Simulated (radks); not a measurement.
Values are calculated unless marked as measured or tabulated.
Species: the lanthanum ion La6+. Configuration: [Kr] 4d10 5s2 5p3.

Code: a radial shooting solver on a logarithmic mesh with Libxc functionals. Model: non-relativistic Kohn-Sham, LB94 model potential, spin-polarised, spherical densities, point nucleus; open shells are filled with parallel spins first (spin-orbit coupling, left out, can overturn this in heavy ions); relativity is left out, which matters for an element this heavy.

Energy parts (hartree):
kinetic: 8233.3945
electron-nucleus: -19339.6614
Hartree: 3085.8212
(The LB94 potential has no energy functional, so no total or exchange-correlation energy is given.)

Orbitals (lengths in bohr, moments of r in powers of bohr):
orbital,occ.,eigenvalue (hartree),<r>,<1/r>,<r^4>
1s up,1,-1365.167,0.02662,56.50,2.264e-06
1s down,1,-1365.167,0.02662,56.50,2.264e-06
2s up,1,-214.1969,0.1140,13.03,0.0003931
2s down,1,-214.1919,0.1140,13.03,0.0003931
2p up,3,-202.7278,0.09688,13.07,0.0002532
2p down,3,-202.7195,0.09688,13.07,0.0002532
3s up,1,-48.35683,0.2992,4.814,0.01559
3s down,1,-48.35229,0.2992,4.814,0.01559
3p up,3,-43.36608,0.2891,4.753,0.01461
3p down,3,-43.36078,0.2891,4.752,0.01462
3d up,5,-34.04156,0.2597,4.639,0.01124
3d down,5,-34.03686,0.2597,4.639,0.01124
4s up,1,-11.90936,0.6832,2.028,0.3994
4s down,1,-11.90048,0.6846,2.024,0.4034
4p up,3,-10.07022,0.7038,1.939,0.4681
4p down,3,-10.06540,0.7056,1.934,0.4736
4d up,5,-6.84659,0.7557,1.745,0.6937
4d down,5,-6.85120,0.7586,1.738,0.7032
4f up,0,-3.10549,0.9387,1.330,2.346
4f down,0,-3.12004,0.9378,1.327,2.272
5s up,1,-3.89634,1.517,0.8752,9.241
5s down,1,-3.90225,1.496,0.8923,8.778
5p up,3,-3.33150,1.641,0.8024,12.82
5p down,0,-3.32196,1.617,0.8207,12.18
6s up,0,-1.96160,2.811,0.4763,103.7
6s down,0,-1.93416,2.830,0.4695,105.8

The highest occupied level is 5p up at -90.655 eV. The spin density at the nucleus is -1.670 e/bohr^3 (1s -0.337, 2s 0.379, 3s 0.408, 4s 1.073, 5s -3.193). Summed over all electrons, <r^2> = 26.83 bohr^2, which gives a Langevin (diamagnetic) susceptibility term of -21.2 x 10^-6 cm^3/mol. The density falls to 0.001 e/bohr^3 at r = 3.10 bohr. Spin moment in Bohr magnetons: 3. The electron density at the nucleus is 1.313e+05 e/bohr^3.
